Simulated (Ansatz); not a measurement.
`O=C(O)c1ccc(Cl)cc1` + H₂ → `Clc1ccccc1` + `O=CO` at 500 K and 1 bar (hydrogenolysis of a C–C bond).

Program: Ansatz. Geometries: PBE0-D4/def2-TZVP. ΔE: electronic, gas phase. CCSD(T)/CBS is the MP2 limit (def2-TZVPP, def2-QZVPP) plus CCSD(T) − MP2 in def2-TZVPP, frozen cores. This one scheme is used for every species. Each species was taken in one conformer, which may not be the lowest.

| species | CCSD(T)/CBS energy (Eh) | H − E (kJ/mol) | S (J/(mol·K)) |
| --- | --- | --- | --- |
| `O=C(O)c1ccc(Cl)cc1` | -879.52222 | 339.2 | 470.5 |
| H₂ | -1.17544 | 41.0 | 145.5 |
| `Clc1ccccc1` | -691.10224 | 281.8 | 376.0 |
| `O=CO` | -189.60296 | 110.7 | 274.8 |

H − E and S are ideal-gas, rigid-rotor, harmonic terms from PBE0-D4/def2-TZVP, for one conformer and one mirror image of each species. For small species the MP2-based limit differs from directly extrapolated CCSD(T) by up to some mEh (0.8 for H₂); such offsets cancel only in part. 1 Eh = 2625.50 kJ/mol, R = 8.31446 J/(mol·K).

Problem. By hand: ΔE, ΔH, ΔS and ΔG.

Solution. ΔE = (-691.10224) + (-189.60296) − (-879.52222) − (-1.17544) = -0.00754 Eh = -19.8 kJ/mol. Δ(H − E) = 281.8 + 110.7 − 339.2 − 41.0 = 12.3, so ΔH = -7.5 kJ/mol. ΔS = 376.0 + 274.8 − 470.5 − 145.5 = 34.8 J/(mol·K). ΔG = -7.5 − 500 × (34.8)/1000 = -24.9 kJ/mol.

Problem. By hand: the equilibrium constant, and the temperature at which ΔG would vanish if ΔH and ΔS stayed fixed.

Solution. log₁₀ K = −ΔG/(RT ln 10) = 2.6. ΔH and −TΔS have one sign here, so there is no such temperature.

TΔS isn't small against ΔH here. A doubt of 5 kJ/mol in ΔE shifts log₁₀ K by 0.5 here. Other conformers and mirror images would add mixing entropy, several J/(mol·K) or more a flexible species. These are equilibria of isolated gas molecules and say nothing of rates. Largest T1 diagnostic: 0.016 (customary marks: 0.02 for closed shells, 0.045 for open ones).
